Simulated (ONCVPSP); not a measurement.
Potentials for antimony (Sb) compared

Generated with ld1.x 7.5 (TM, RRKJ, ultrasoft, PAW), atompaw 4.2 or ONCVPSP 4.0.1. The cutoff is in Ry: for ld1.x and atompaw files where the sum of valence levels is converged to 10 mRy in a Bessel basis, for ONCV files where the hardest occupied wave has 1 mHa per electron of residual kinetic energy. The error is the largest all-electron minus pseudo excitation energy over each file’s own four to seven test configurations (ionisations up to +4, promotions, holes and added fractions of an electron), all of which were solved. The labels leave out finer settings (local radius, basis sizes, second energies), which also bear on the numbers. Spin-polarised tests are not counted. The rows are a selection from randomly drawn settings: files with unsolved tests, undetermined cutoffs or missed reference levels are left out.

A true bound ghost makes a file unfit for plane-wave use even where its test errors are small: the radial tests pick states by their node count and pass the ghost by.

| potential | cutoff (Ry) | largest error (meV) | bound ghosts |
| --- | --- | --- | --- |
| ONCV, LDA (Perdew-Zunger), fully relativistic, rc 1.15/1.50/1.25 (spd), local smoothed, core correction yes, reference 4s2 4p6 4d10 5s2 5p2, qcut 9.9/8.6/10.1, projectors 2/3/2 | 84 | -0.3 | none |
| ONCV, PBEsol, non-relativistic, rc 2.05/2.45/1.20/2.15 (spdf), local smoothed, core correction yes, reference 4d10 5s1.5 5p3.5, qcut 2.7/3.7/13.8/4.8, projectors 2/2/2/2 | 99 | -2.4 | s |
| ONCV, PBE, scalar-relativistic, rc 1.95/2.05/1.85 (spd), local smoothed, core correction yes, reference 5s2 5p1, qcut 2.8/3.5/5.7, projectors 2/2/2 | 49 | -174 | d |
| ONCV, PBE, fully relativistic, rc 1.25/1.15/1.15 (spd), local smoothed, core correction yes, reference 4s2 4p6 4d10 5s1 5p4, qcut 7.7/13.5/13.4, projectors 2/2/2 | 117 | -236 | none |
| ONCV, PBE, scalar-relativistic, rc 1.70/1.85 (sp), local smoothed, core correction yes, reference 5s2 5p2, qcut 3/4, projectors 1/3 | 38 | -43 | s |

(1) Fill in the row for Sb: ONCV, PW91, fully relativistic, rc 2.00/1.70/1.55/2.00 (spdf), local smoothed, core correction yes, reference 4d10 5s2 5p3, qcut 3/5.5/9.4/5.8, projectors 3/2/1/2.

(2) Fill in the row for Sb: ONCV, PBE, non-relativistic, rc 1.60/2.05/1.40 (spd), local smoothed, core correction yes, reference 4d10 5s2 5p3, qcut 3.5/3.4/8.7, projectors 2/2/2.

(3) Fill in the row for Sb: ONCV, PBE, scalar-relativistic, rc 1.85/2.10/1.35 (spd), local smoothed, core correction yes, reference 4d10 5s1.5 5p3.5, qcut 3.4/4.5/10.7, projectors 2/2/2.

Answers

(1) cutoff 72 Ry, largest error -24 meV, bound ghosts: s, p3/2, p1/2.

(2) cutoff 72 Ry, largest error -53 meV, bound ghosts: s.

(3) cutoff 87 Ry, largest error -11 meV, bound ghosts: s, p.
